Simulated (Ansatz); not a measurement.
Consider the substitution at a C–C bond: `C[CH2][AlH][O][SiH3]` + `[OH][Al]([OH])[Br]` → `C[O][Al]([OH])[Br]` + `[CH3][AlH][O][SiH3]`.

Computed with Ansatz on PBE0-D4/def2-TZVP structures; ΔE is electronic, products minus reactants. CBS: MP2 limit from def2 TZ/QZ plus the TZ coupled-cluster correction, frozen cores. For Br outer-core shells are correlated without core-valence functions, which leaves a few kJ/mol of doubt a bond. Scalar relativity is left out up to krypton. One conformer a species, not always the lowest.

| species | CCSD(T)/CBS(def2) energy (Eh) |
| --- | --- |
| `C[CH2][AlH][O][SiH3]` | -687.88541 |
| `[OH][Al]([OH])[Br]` | -2967.07960 |
| `C[O][Al]([OH])[Br]` | -3006.31722 |
| `[CH3][AlH][O][SiH3]` | -648.63113 |

Work out ΔE.

ΔE = (-3006.31722) + (-648.63113) − (-687.88541) − (-2967.07960) = 0.01666 Eh = +43.7 kJ/mol.

Largest T1 diagnostic among the species: 0.011.

The D4 term adds +3.1 kJ/mol with B3LYP and +1.8 kJ/mol with PBE0; it sums over pairs of atoms, weighted by their polarisabilities, and B3LYP, whose exchange is more repulsive, gets the larger term. Leaving LDA and LC-ωPBE aside and taking each functional with its dispersion term where it has one, the values, not all of them listed here, spread over 7.7 kJ/mol, from CAM-B3LYP-D4 to revPBE-D4.

B3LYP here is the variant with VWN-RPA as its local correlation; programs differ in this.
